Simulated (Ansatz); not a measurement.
Species: C4H2S2, SMILES `S=c1ccc1=S` (charge 0, multiplicity 1).

### Question
Give a relaxed geometry from B3LYP-D3(BJ)/def2-TZVP (Ansatz, an electronic-structure program).

### Answer
the end point of this relaxation (outside a Z-matrix the atoms follow the SMILES, hydrogens last).
Bonds (Å): S1–C2 1.604, C2–C3 1.476, C2–C5 1.539, C3–C4 1.363, C3–H7 1.080, C4–C5 1.476, C4–H8 1.080, C5–S6 1.604. Bond angles (°): S1–C2–C3 137.5, S1–C2–C5 135.9, C3–C2–C5 86.6, C2–C3–C4 93.4, C2–C3–H7 132.2, C4–C3–H7 134.4, C3–C4–C5 93.4, C3–C4–H8 134.4, C5–C4–H8 132.2, C2–C5–C4 86.6, C2–C5–S6 135.9, C4–C5–S6 137.5.
